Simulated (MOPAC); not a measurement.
Input for MOPAC: PM6 on CH4SSn (SMILES [CH3][Sn][SH]), a point of a torsion scan.

```
PM6 1SCF PRECISE CHARGE=0 THREADS=1
CH4SSn

C     -1.00592789 1    -0.14957736 1     0.06168956 1
Sn     0.29710869 1     1.69665374 1    -0.14880084 1
S      2.42138769 1     0.48165669 1     0.02302723 1
H     -0.66357576 1    -0.94453715 1    -0.60366704 1
H     -2.05100239 1     0.05166341 1    -0.17703646 1
H     -0.98016956 1    -0.54808043 1     1.07916099 1
H      2.00109640 1    -0.50813714 1     0.79107395 1
```

Output:

```
*******************************************************************************
 **                                                                           **
 **                              MOPAC v23.2.5                                **
 **                                                                           **
 *******************************************************************************
 ** MOPAC's Digital Object Identifier: https://doi.org/10.5281/zenodo.6511958 **
 **                                                                           **
 ** Please cite the open-source release paper for use of this MOPAC version:  **
 ** J. E. Moussa and J. J. P. Stewart (2026)                                  **
 ** MOPAC: An open-source semiempirical molecular orbital program             **
 ** J. Open Source Softw., 11(119), 8025, https://doi.org/10.21105/joss.08025 **
 *******************************************************************************

                              PM6 CALCULATION RESULTS

 *******************************************************************************
 *  PM6        - The PM6 Hamiltonian to be used
 *
 *
 *
 *                 CHARGE ON SYSTEM = 0
 *
 *
 *
 *  PRECISE    - TIGHTER CRITERIA TO BE USED
 *  1SCF       - DO 1 SCF AND THEN STOP
 *  THREADS=1  - MULTI-THREADING NOT USED
 *  T=         - A TIME OF 172800.0 SECONDS REQUESTED
 *  DUMP=N     - RESTART FILE WRITTEN EVERY 7200.0 SECONDS REQUESTED
 *******************************************************************************
PM6 1SCF PRECISE CHARGE=0 THREADS=1
 CH4SSn

   ATOM   CHEMICAL          X               Y               Z
  NUMBER   SYMBOL      (ANGSTROMS)     (ANGSTROMS)     (ANGSTROMS)

     1       C         -1.00592789  *  -0.14957736  *   0.06168956  *
     2      Sn          0.29710869  *   1.69665374  *  -0.14880084  *
     3       S          2.42138769  *   0.48165669  *   0.02302723  *
     4       H         -0.66357576  *  -0.94453715  *  -0.60366704  *
     5       H         -2.05100239  *   0.05166341  *  -0.17703646  *
     6       H         -0.98016956  *  -0.54808043  *   1.07916099  *
     7       H          2.00109640  *  -0.50813714  *   0.79107395  *



          CARTESIAN COORDINATES

    NO.       ATOM           X           Y           Z

     1         C         -1.0059     -0.1496      0.0617
     2        Sn          0.2971      1.6967     -0.1488
     3         S          2.4214      0.4817      0.0230
     4         H         -0.6636     -0.9445     -0.6037
     5         H         -2.0510      0.0517     -0.1770
     6         H         -0.9802     -0.5481      1.0792
     7         H          2.0011     -0.5081      0.7911

 General Reference for PM6:
 "Optimization of Parameters for Semiempirical Methods V: Modification of NDDO Approximations
 and Application to 70 Elements", J. J. P. Stewart, J. Mol. Mod., 13, 1173-1213 (2007)
 URL: https://link.springer.com/article/10.1007/s00894-007-0233-4

           Empirical Formula: C H4 Sn S  =     7 atoms



      MOLECULAR POINT GROUP   :   C1


      RHF CALCULATION, NO. OF DOUBLY OCCUPIED LEVELS = 9


 -------------------------------------------------------------------------------
 PM6 1SCF PRECISE CHARGE=0 THREADS=1
 CH4SSn



     1SCF WAS SPECIFIED, SO BFGS WAS NOT USED
     SCF FIELD WAS ACHIEVED


                              PM6 CALCULATION
                                                       MOPAC v23.2.5 Linux




          FINAL HEAT OF FORMATION =         14.71316 KCAL/MOL =      61.55987 KJ/MOL


          COSMO AREA              =        126.79 SQUARE ANGSTROMS
          COSMO VOLUME            =        120.79 CUBIC ANGSTROMS

          IONIZATION POTENTIAL    =          8.484248 EV
          HOMO LUMO ENERGIES (EV) =         -8.484 -1.183
          NO. OF FILLED LEVELS    =          9
          MOLECULAR WEIGHT        =        166.7926         POINT GROUP:  C1

          MOLECULAR DIMENSIONS (Angstroms)

            Atom       Atom       Distance
            H     5    S     3     4.49747
           Sn     2    H     4     2.56856
            H     6   Sn     2     1.60649


          SCF CALCULATIONS        =          1





   ATOM   CHEMICAL          X               Y               Z
  NUMBER   SYMBOL      (ANGSTROMS)     (ANGSTROMS)     (ANGSTROMS)

     1       C         -1.00592789  *  -0.14957736  *   0.06168956  *
     2      Sn          0.29710869  *   1.69665374  *  -0.14880084  *
     3       S          2.42138769  *   0.48165669  *   0.02302723  *
     4       H         -0.66357576  *  -0.94453715  *  -0.60366704  *
     5       H         -2.05100239  *   0.05166341  *  -0.17703646  *
     6       H         -0.98016956  *  -0.54808043  *   1.07916099  *
     7       H          2.00109640  *  -0.50813714  *   0.79107395  *

                             CARTESIAN COORDINATES

   1    C       -1.005927890    -0.149577360     0.061689560
   2   Sn        0.297108690     1.696653740    -0.148800840
   3    S        2.421387690     0.481656690     0.023027230
   4    H       -0.663575760    -0.944537150    -0.603667040
   5    H       -2.051002390     0.051663410    -0.177036460
   6    H       -0.980169560    -0.548080430     1.079160990
   7    H        2.001096400    -0.508137140     0.791073950


           Empirical Formula: C H4 Sn S  =     7 atoms



      MOLECULAR POINT GROUP   :   C1


                  EIGENVALUES
 -29.55054 -23.64851 -14.05882 -13.56890 -13.52976 -12.75635 -10.06271  -9.25081
  -8.48425  -1.18323   0.27625   0.85149   1.59405   2.25905   2.30707   2.32302
   2.34141   3.95486   5.94640   6.02868   7.17220


              NET ATOMIC CHARGES AND DIPOLE CONTRIBUTIONS

  ATOM NO.   TYPE          CHARGE      No. of ELECS.   s-Pop       p-Pop       d-Pop
    1          C          -0.778172        4.7782     1.12789     3.65028
    2         Sn           0.693227        3.3068     1.85293     1.45384
    3          S          -0.606520        6.6065     1.93687     4.55627     0.11339
    4          H           0.166279        0.8337     0.83372
    5          H           0.163696        0.8363     0.83630
    6          H           0.160583        0.8394     0.83942
    7          H           0.200907        0.7991     0.79909
 DIPOLE           X         Y         Z       TOTAL
 POINT-CHG.    -3.272     3.178     0.181     4.566
 HYBRID         0.740    -3.190     0.270     3.286
 SUM           -2.533    -0.012     0.451     2.573


          ATOMIC ORBITAL ELECTRON POPULATIONS

     Atom    s        px        py        pz      x^2-y^2     xz        z^2       yz        xy
    1  C   1.12789   1.21648   1.24657   1.18724
    2 Sn   1.85293   0.52888   0.81595   0.10901
    3  S   1.93687   1.51471   1.37735   1.66421   0.01852   0.01645   0.00652   0.04400   0.02791
    4  H   0.83372
    5  H   0.83630
    6  H   0.83942
    7  H   0.79909

 **********************
 *                    *
 * JOB ENDED NORMALLY *
 *                    *
 **********************




 == MOPAC DONE ==
```

The run finished.

Cost: about 0.020 core-seconds (a rough figure).
